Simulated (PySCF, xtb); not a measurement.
Li(Cl) cation (ClLi), SMILES [Li][Cl] (connectivity only; charge and spin as stated), charge +1, multiplicity 2.

Harmonic wavenumbers (cm⁻¹) from GFN2-xTB (xtb) at its own minimum, in rising order: 295.

**Question.** What does PBE-D3(BJ)/def2-TZVPD (PySCF) give at its own minimum? (Estimate from the structure and the level; the computed values follow.)

**Answer.** 316. Paired by order, the mean absolute difference is 21 cm⁻¹ and the zero-point energies are 0.4 and 0.5 kcal/mol.
